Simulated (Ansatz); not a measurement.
CH4OSZn, SMILES C[O][Zn][SH].

Geometry: B3LYP-D3(BJ)/def2-SVP. The structure was generated by enumeration; whether it is a known compound was not checked. The values are those of a single conformer.

Two levels are set side by side: PBE/def2-SVPD (Ansatz, a program for electronic structure) and PBE0/def2-SVPD (Ansatz). Energy differences of separate SCF runs at the same geometry; the states with an electron removed or added have multiplicity 2 and 2. Differences are taken from unrounded values.

```csv
quantity,PBE0
vertical ionisation energy (eV),9.46
vertical singlet–triplet gap (eV),4.65
```

### Question
What does PBE give, and how far is it from PBE0? (Estimate from the structure and the level; the computed values follow.)

### Answer

```json
[
 {"quantity": "vertical ionisation energy (eV)", "PBE": "9.03", "PBE minus PBE0": "-0.43"},
 {"quantity": "vertical singlet–triplet gap (eV)", "PBE": "4.12", "PBE minus PBE0": "-0.53"}
]
```
